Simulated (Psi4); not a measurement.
C₄H₉Cl, charge +1, doublet, geometry from GFN2-xTB (a state made from the parent by changing its charge; the spin is typed, not shown lowest); CCSD/STO-3G in Psi4.

The Psi4 input:
```
memory 2 GB

molecule {
1 2
  C    -0.35803721    1.42919133   -0.66345402
  C    -0.01241224   -0.07450110   -0.33139039
  C     1.31357077   -0.40822820   -0.97257391
  C    -1.17741942   -0.93407452   -0.76105632
  Cl    0.12768531   -0.02109610    1.45127205
  H    -0.46140612    1.48330987   -1.74626188
  H    -1.29077598    1.72560022   -0.19253743
  H     0.43992807    2.09095065   -0.33949680
  H     2.11353085    0.25924918   -0.65572346
  H     1.62046295   -1.41998125   -0.69775470
  H     1.22826438   -0.35729178   -2.05588240
  H    -1.29587609   -0.89013610   -1.84154992
  H    -2.11539944   -0.63347510   -0.29663208
  H    -1.00359029   -1.97391709   -0.47493833
}

set basis sto-3g
set reference uhf

energy('ccsd')
print_variables()
```

It wrote (shortened):

```
   => Loading Basis Set <=

    Name: STO-3G
    Role: ORBITAL
    Keyword: BASIS

         ---------------------------------------------------------
                                   SCF
               by Justin Turney, Rob Parrish, Andy Simmonett
                          and Daniel G. A. Smith
                              UHF Reference
         ---------------------------------------------------------

  ==> Geometry <==

    Molecular point group: c1
    Full point group: C1

    Geometry (in Angstrom), charge = 1, multiplicity = 2:

       Center              X                  Y                   Z               Mass
    ------------   -----------------  -----------------  -----------------  -----------------
         C           -0.367626429704     1.432478219856    -0.768212468815    12.000000000000
         C           -0.022001459704    -0.071214210144    -0.436148838815    12.000000000000
         C            1.303981550296    -0.404941310144    -1.077332358815    12.000000000000
         C           -1.187008639704    -0.930787630144    -0.865814768815    12.000000000000
         CL           0.118096090296    -0.017809210144     1.346513601185    34.968852682000
         H           -0.470995339704     1.486596759856    -1.851020328815     1.007825032230
         H           -1.300365199704     1.728887109856    -0.297295878815     1.007825032230
         H            0.430338850296     2.094237539856    -0.444255248815     1.007825032230
         H            2.103941630296     0.262536069856    -0.760481908815     1.007825032230
         H            1.610873730296    -1.416694360144    -0.802513148815     1.007825032230
         H            1.218675160296    -0.354004890144    -2.160640848815     1.007825032230
         H           -1.305465309704    -0.886849210144    -1.946308368815     1.007825032230
         H           -2.124988659704    -0.630188210144    -0.401390528815     1.007825032230
         H           -1.013179509704    -1.970630200144    -0.579696778815     1.007825032230

  Running in c1 symmetry.

  Rotational constants: A =      0.15176  B =      0.10285  C =      0.10075 [cm^-1]
  Rotational constants: A =   4549.52881  B =   3083.46115  C =   3020.50723 [MHz]
  Nuclear repulsion =  242.256402334371444

  Charge       = 1
  Multiplicity = 2
  Electrons    = 49
  Nalpha       = 25
  Nbeta        = 24

  ==> Algorithm <==

  SCF Algorithm Type is PK.
  DIIS enabled.
  MOM disabled.
  Fractional occupation disabled.
[...]
  @UHF Final Energy:  -609.14061545700145
    Total Energy =                       -609.1406154570013314
[...]
             23   1        -0.0076680545
             23   2         0.0072539457
             14   0        -0.0058353587

    Largest TIJAB Amplitudes:
     15  13   3   0        -0.0072063612
     16  15   2   0         0.0063548469
     17  15   1   0         0.0059516130
     24  15   8   0        -0.0058045293
     23  15   9   0         0.0056222682
     16  13   2   0        -0.0054579482
     24  13   1   0         0.0054267119
     15  14   1   0        -0.0054209495
     17  13   1   0        -0.0052501697
     23  20   2   0        -0.0051764970

    Largest Tijab Amplitudes:
     23  20   1   0        -0.0479197330
     23  14   1   0         0.0338305821
     20  16   1   0        -0.0236680073
     23  13   1   0        -0.0192564286
     16  14   1   0        -0.0171692726
     20  18   1   0        -0.0161020181
     20  12   1   0         0.0108537837
     18  14   1   0        -0.0105294612
     16  13   1   0         0.0104393851
     14  12   1   0        -0.0100075576

    Largest TIjAb Amplitudes:
     20  23   0   0        -0.0465355089
     24  23   1   2        -0.0402573259
     15  23   0   0         0.0392047177
     23  22   2   3        -0.0316315825
     19  18   5   6        -0.0308497771
     13  13   0   1         0.0295255606
     13  23   0   0        -0.0286752770
     20  20   0   1         0.0285847533
     15  14   0   1         0.0265423187
     22  21   7   8        -0.0252144567

    SCF energy       (wfn)                    = -609.140615457001445
    Reference energy (file100)                = -609.140615457001331

    Opposite-spin MP2 correlation energy      =   -0.191066881239367
    Same-spin MP2 correlation energy          =   -0.026321848399370
    Singles MP2 correlation energy            =   -0.000000000000000
    MP2 correlation energy                    =   -0.217388729638737
      * MP2 total energy                      = -609.358004186640073

    Opposite-spin CCSD correlation energy     =   -0.263063086475283
    Same-spin CCSD correlation energy         =   -0.024988674001093
    Singles CCSD correlation energy           =    0.000000000000000
    CCSD correlation energy                   =   -0.288051760476375
      * CCSD total energy                     = -609.428667217477710

  Variable Map:
  ----------------------------------------------------------------------------
[...]
  Array Variable Map:
  ----------------------------------------------------------------------------
[...]
[...]
```
